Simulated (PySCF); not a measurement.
Shifts of the heteroatoms

Numbering as in the mapped SMILES `[CH3:1][C:2]#[C:3][C:4](=[O:5])[C:6](=[O:7])[SiH2:8][SiH2:9][PH2:10]`. Each H is labelled by its parent atom.

No solvent model, averaged over atoms made equivalent by symmetry, fast rotation or ring inversion, one conformer, relativity neglected. Shielding tensors at PBE0/pcSseg-1 (GIAO); coordinates at the GFN2-xTB level; PySCF 2.14.0 with density-fitted response routines.

**Question.** Where does ³¹P resonate?

**Answer.** 
```csv
atoms,environment,σ (ppm),δ (ppm)
P10,"phosphorus bonded to Si, 2 H",610.8,-235.9
```

Shieldings were converted by a linear fit to measured shifts: ³¹P: δ = 270.09 − 0.828σ (rms 18.1 ppm, 64 shifts vs H3PO4, solution or neat liquid). Occasional misses reach two or three times the rms, and more in compound classes unlike the fitted ones.

On a 300 MHz spectrometer ³¹P resonates near 121.4 MHz, so 1 ppm is 121.4 Hz.

**Question.** Where does ²⁹Si resonate?

**Answer.** 
```json
{"atoms": "Si8", "environment": "silicon bonded to C, Si, 2 H", "σ (ppm)": "414.2", "δ (ppm)": "-60.5"}
{"atoms": "Si9", "environment": "silicon bonded to P, Si, 2 H", "σ (ppm)": "436.0", "δ (ppm)": "-78.4"}
```

Shieldings were converted by a linear fit to measured shifts: ²⁹Si: δ = 279.94 − 0.822σ (rms 8.9 ppm, 72 shifts, 25.8 ppm with the 6 outliers that the fit left out vs TMS, solution or neat liquid). Occasional misses reach two or three times the rms, and more in compound classes unlike the fitted ones.

On a 400 MHz spectrometer ²⁹Si resonates near 79.5 MHz, so 1 ppm is 79.5 Hz.

**Question.** Where does ¹⁷O resonate?

**Answer.** 
| atoms | environment | σ (ppm) | δ (ppm) |
| --- | --- | --- | --- |
| O7 | carbonyl oxygen | -536.2 | 755.1 |
| O5 | ketone oxygen | -312.8 | 551.6 |

Shieldings were converted by a linear fit to measured shifts: ¹⁷O: δ = 266.70 − 0.911σ (rms 10.7 ppm, 155 shifts, 12.2 ppm with the 3 outliers that the fit left out vs liquid water, solution or neat liquid). Occasional misses reach two or three times the rms, and more in compound classes unlike the fitted ones.

On a 300 MHz spectrometer ¹⁷O resonates near 40.7 MHz, so 1 ppm is 40.7 Hz.
